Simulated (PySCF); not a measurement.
# From computed data to an observable: oscillator strength and radiative lifetime

Al(F)(Br)(OMe) (CH3AlBrFO), SMILES C[O][Al]([F])[Br].

Coordinates come from a B3LYP-D3(BJ)/def2-SVP optimisation. One conformer was computed; it need not be the lowest.

TDDFT-PBE0/def2-SVPD (PySCF) puts the first singlet state with f over 0.02 at 6.20 eV (vertical), with the transition dipole (0.173, -0.418, 0.000) in atomic units.

Q: Find the oscillator strength, the wavelength and the radiative lifetime that this transition would have in vacuum if emission retraced absorption.

A: 
|μ|² = 0.2047 au, so |μ| = 1.15 D. ΔE = 6.20/27.211 = 0.2278 hartree. f = (2/3) ΔE |μ|² = 0.031 (the program prints 0.031).
λ = 1239.84/6.20 = 200 nm; ν = 50006 cm⁻¹.
Einstein's coefficient A = 0.6670 ν² f s⁻¹ (ν in cm⁻¹) = 5.2e7 s⁻¹, so τ = 1/A = 19 ns. This state is S2; the lower singlet has f = 0.000. The figure is the radiative limit of this one transition; relaxation, internal conversion, crossing to triplets and a medium change what is measured.
